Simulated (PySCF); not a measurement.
Geometries of 2 isomers of C5H6F2O, from PBE0-D3(BJ)/def2-SVP geometry optimisation, gas phase in PySCF 2.14.0. One conformer each, no zero-point energy, no frequencies.

Problem. Which is lower in electronic energy at this level?
A.
```xyz
14
angstrom
C     -2.966   -0.090    0.201
C     -1.633   -0.237    0.214
C     -0.698    0.811   -0.145
C      0.636    0.691   -0.123
O      1.247   -0.456    0.289
C      2.566   -0.590   -0.024
F      3.042   -1.596    0.699
F      2.712   -0.896   -1.324
H     -3.633   -0.909    0.477
H     -3.432    0.858   -0.089
H     -1.197   -1.197    0.509
H     -1.098    1.781   -0.455
H      1.304    1.509   -0.414
H      3.144    0.332    0.181
```
B.
```xyz
14
angstrom
F      2.242   -1.569    0.192
C      1.866   -0.343   -0.281
C      0.409   -0.124   -0.103
C     -0.484   -0.920    0.485
C     -1.817   -0.247    0.475
O     -1.612    0.948   -0.256
C     -0.275    1.159   -0.484
F      0.214    2.180    0.312
H      2.425    0.443    0.258
H      2.140   -0.271   -1.351
H     -0.282   -1.895    0.929
H     -2.597   -0.840   -0.032
H     -2.179   -0.027    1.497
H     -0.123    1.498   -1.525
```

Solution. B. That is `FCC1=CCO[C@H]1F`, 8.2 kcal/mol below the other.

| SMILES | atoms numbered as above | E (Eh) | relative (kcal/mol) | relative (kJ/mol) | dipole (D) |
| --- | --- | --- | --- | --- | --- |
| FCC1=CCO[C@H]1F | [F:1][CH2:2][C:3]1=[CH:4][CH2:5][O:6][C@H:7]1[F:8] | -468.17969 | 0.0 | 0.0 | 1.39 |
| C=C/C=C\OC(F)F | [CH2:1]=[CH:2]/[CH:3]=[CH:4]\[O:5][CH:6]([F:7])[F:8] | -468.16667 | 8.2 | 34.2 | 2.17 |

As drawn, the higher has two fluorines on one carbon, which the lower lacks.
